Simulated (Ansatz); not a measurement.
Coupled-cluster run, AlH₅N₂O, SMILES `[NH2][Al]([NH2])[OH]`.

```yaml
crystal:
  periodic: [false, false, false]
  atoms:
    - {symbol: N, position_ang: [-0.364230, 1.207867, -1.153117]}
    - {symbol: Al, position_ang: [-0.188439, 0.054218, 0.168162]}
    - {symbol: N, position_ang: [1.100059, -1.156777, 0.164636]}
    - {symbol: O, position_ang: [-1.315503, 0.170150, 1.432691]}
    - {symbol: H, position_ang: [0.220759, 1.263824, -1.968671]}
    - {symbol: H, position_ang: [-1.082831, 1.911159, -1.186165]}
    - {symbol: H, position_ang: [1.789247, -1.260802, -0.561101]}
    - {symbol: H, position_ang: [1.253202, -1.842355, 0.884448]}
    - {symbol: H, position_ang: [-1.323763, -0.393482, 2.202016]}
basis:
  gaussian: {orbitals: def2-QZVPP}
correlation: {method: ccsd_t}
```

```sh
$ ansatz run in.yaml --threads 2 --pin off --events-out ev --progress --plain --max-ram 32768MiB --backend cuda --devices 0, --max-vram 18GiB
```

The program prints (abridged):

```
Functional definition: HF
2345 factors; integrals over basis functions are off by at most 1.1e-3 eV
mean field evaluation 1: about -11662.5418 eV, gradient 6.2e1 eV
mean field evaluation 2: about -11662.5924 eV, gradient 6.2e1 eV
mean field evaluation 4: about -11669.5110 eV, gradient 3.3e0 eV
mean field evaluation 8: about -11669.5647 eV, gradient 3.6e-1 eV
mean field -11669.56521923 eV, -428.8486118911 hartree, gradient 1.6e-6 eV, S^2 0.000000; 0 other end points of the search recorded, 0 dependent functions left out
8 core orbitals not correlated: weight in the atoms' cores, before any rotation towards them, 1.000 or more for the frozen orbitals, at most 0.000 for the correlated occupied ones
reference -11669.56521923 eV, -428.8486118911 hartree; 12, 12 occupied and 371, 371 virtual orbitals, 2345 factors
second order -22.02810099 eV of doubles, -0.00000000 eV of singles
cycle   1  -21.83121635 eV  change    2.0e-1 eV  update   8.4e-2
cycle   2  -22.25373353 eV  change   -4.2e-1 eV  update   2.4e-2
cycle   3  -22.35320410 eV  change   -9.9e-2 eV  update   1.2e-2
cycle   4  -22.34351271 eV  change    9.7e-3 eV  update   2.7e-3
cycle   5  -22.34281589 eV  change    7.0e-4 eV  update   1.2e-3
cycle   6  -22.34328646 eV  change   -4.7e-4 eV  update   3.2e-4
cycle   7  -22.34308815 eV  change    2.0e-4 eV  update   1.1e-4
cycle   8  -22.34303874 eV  change    4.9e-5 eV  update   3.4e-5
cycle   9  -22.34304181 eV  change   -3.1e-6 eV  update   1.3e-5
perturbative correction -0.85736686 eV, -0.0315076511 hartree
Total energy: -11692.76562790 eV, -429.7012111842 hartree
```

Hardware: 2 threads of an AMD EPYC 7R13 on a shared host and a share of an NVIDIA H100 80 GB. Wall time 37 s, peak host memory 0.87 GiB.

The correlation energy is -23.200 eV, 3.7 % of it from (T); the T1 diagnostic reads 0.0100.
